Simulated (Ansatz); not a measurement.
`F[SiH2]C[SiH3]` + `SSS` → `[SiH3]CSSS` + `F[SiH3]`  (substitution at a C–Si bond)

Gas-phase electronic energies from Ansatz, PBE0-D4/def2-TZVP geometries. CCSD(T)/CBS is the MP2 limit (def2-TZVPP, def2-QZVPP) plus CCSD(T) − MP2 in def2-TZVPP, frozen cores. This one scheme is used for every species. DFT in def2-TZVPP. Each species was taken in one conformer, which may not be the lowest.

```csv
level,ΔE (kJ/mol)
PBE-D4,50.3
PBE0-D4,54.4
ωB97M-V,57.5
B2PLYP,54.5
PBE0,58.7
SCS-MP2/def2-TZVPP,50.8
SCS-MP2/def2-QZVPP,50.8
HF/CBS(def2),62.3
```

Q: What does CCSD(T)/CBS give? (Estimate.)

A: Ansatz gave: +53.4 kJ/mol. The listed levels differ from it by -3.1, 1.0, 4.1, 1.1, 5.3, -2.6, -2.6, 8.9 kJ/mol.

Largest T1 diagnostic among the species: 0.014.

In def2-TZVPP, CCSD(T) changes the Hartree–Fock value by −7.3 kJ/mol (the triples alone add −3.5 kJ/mol) and MP2 by −11.1 kJ/mol. From PBE to PBE0 (25 % exact exchange), in def2-TZVPP and without D4, ΔE moves by +3.8 kJ/mol. The D4 term adds −7.4 kJ/mol with B3LYP and −4.3 kJ/mol with PBE0; it sums over pairs of atoms, weighted by their polarisabilities, and B3LYP, whose exchange is more repulsive, gets the larger term.

CCSD(T)/CBS has its own doubt, a few kJ/mol and more with outer-core shells, so smaller differences from it don't rank the levels.

B3LYP here is the variant with VWN-RPA as its local correlation; programs differ in this.
